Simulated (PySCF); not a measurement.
Sn(H)2(OH)2 (H₄O₂Sn), SMILES [OH][SnH2][OH]. Geometry: B3LYP-D3(BJ)/def2-SVP. The def2 effective core potentials stand for the cores of Sn; spin–orbit coupling is left out. Other conformers were not sampled.

Computed equilibrium geometry at B3LYP-D3(BJ)/def2-SVP (PySCF confirms it by a frequency run) as a Z-matrix, and its point group (one conformer of several):
point group C2.
```
Sn
O 1 1.9955
H 2 0.9676 1 112.10
O 1 1.9955 2 108.32 3 62.35
H 4 0.9676 1 112.10 2 62.35
H 1 1.7130 2 102.92 3 -178.91
H 1 1.7130 6 118.55 2 -124.23
```
